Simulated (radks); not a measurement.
Problem. Excited configurations of the zirconium ion Zr2+: one electron is placed in a higher orbital outside [Kr] 4d1. The ground configuration is [Kr] 4d2. All-electron calculation, non-relativistic Kohn-Sham, LDA (Slater exchange, Perdew-Wang correlation), spin-polarised, spherical densities, point nucleus; open shells are filled with parallel spins first (spin-orbit coupling, left out, can overturn this in heavy ions); relativity is left out, which matters for an element this heavy. Program: a radial shooting solver on a logarithmic mesh with Libxc functionals. Excitation = E - E(ground); binding = E(ion) - E, where the ion is the core of charge +3; n* = 3/sqrt(2 binding) in atomic units, and the quantum defect is n - n*.

outer orbital  excitation (eV)  binding (eV)     n*  quantum defect  eigenvalue (eV)  <r> (bohr)
5d                      13.090        10.517  3.412           1.588           -8.763       5.072
6p                      14.715         8.893  3.711           2.289           -7.635       6.852
6f                      19.654         3.953  5.566           0.434           -3.357       13.91
7p                      18.021         5.587  4.682           2.318           -4.848       11.03
7f                      20.703         2.905  6.493           0.507           -2.505       19.79

Estimate the row for 4f.

Solution. excitation (eV) 15.184; binding (eV) 8.424; n* 3.813; quantum defect 0.187; eigenvalue (eV) -6.615; <r> (bohr) 5.107. The Delta-SCF ionisation energy is 23.608 eV (NIST Atomic Spectra Database: 23.170 eV, semi-empirical). Self-interaction in the functional shifts the binding energies and quantum defects, so they are the method's values and not measured ones. Relativity is left out here, which matters for elements this heavy. Open shells are spherical and high-spin; term and fine-structure splittings are not resolved.
